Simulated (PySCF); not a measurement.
Bonds (- single, = double, # triple, : aromatic): C1-N2, N2-Si3, Si3-C4, C4=C5, C5-Si6, Si6-C7, C7=C8, C8-Cl9, C8-Si3. C1 carries H10, H11, H12; N2 carries H13; Si3 carries H14; C4 carries H15; C5 carries H16; Si6 carries H17, H18; C7 carries H19. Stereochemistry as in CN[Si@H]1C=C[SiH2]C=C1Cl. H18 is cis to N2 on the ring; H17 is trans to N2 on the ring.

Computed data (PySCF 2.14): GFN2-xTB geometry, σ from GIAO-PBE0/pcSseg-1. One conformer, isolated molecule, rapidly exchanging positions averaged, non-relativistic Hamiltonian.

Task: List the cross peaks expected in HSQC, COSY and HMBC spectra.

Result: 

HSQC (one-bond C–H):
```tsv
δH	δC
7.65 (H15)	154.8 (C4)
7.19 (H16)	148.0 (C5)
6.92 (H19)	140.9 (C7)
2.87 (H10/H11/H12)	30.5 (C1)
```

COSY cross peaks (H two or three bonds apart, from the bond graph; peaks can be absent where the dihedral angle is near 90°):
```tsv
δH	δH
7.65 (H15)	7.19 (H16)
7.65 (H15)	5.14 (H14)
7.19 (H16)	4.76 (H17)
7.19 (H16)	4.72 (H18)
6.92 (H19)	4.76 (H17)
6.92 (H19)	4.72 (H18)
4.76 (H17)	4.72 (H18)
```

HMBC (two and three bonds, from the bond graph):
```tsv
δH	δC
7.65 (H15)	159.9 (C8), 148.0 (C5)
7.19 (H16)	154.8 (C4), 140.9 (C7)
6.92 (H19)	159.9 (C8), 148.0 (C5)
5.14 (H14)	159.9 (C8), 154.8 (C4), 148.0 (C5), 140.9 (C7), 30.5 (C1)
4.76 (H17)	159.9 (C8), 154.8 (C4), 148.0 (C5), 140.9 (C7)
4.72 (H18)	159.9 (C8), 154.8 (C4), 148.0 (C5), 140.9 (C7)
```

References, each an isolated molecule treated in the same way: 1H, 13C vs TMS.

Short H···H contacts in this conformer between protons four or more bonds apart (candidates for NOE cross peaks, intensity ∝ r⁻⁶): H12···H15 2.55 Å.

OH/NH shifts are gas-phase values; hydrogen bonding in solution moves them, usually downfield. Carbons that carry Cl, above all several Cl atoms, come out too deshielded, partly because spin–orbit coupling is missing. Shifts are as computed. Against solution values, carbons near 30 ppm lie about +3 ppm off and those near 130 ppm about +5 ppm; carbons on Cl a further +6 ppm. Of 1309 compounds with measured shifts, 239 miss one by over three times the rms of a fit or turn the order of signals round; such compounds aren't used in these exercises.
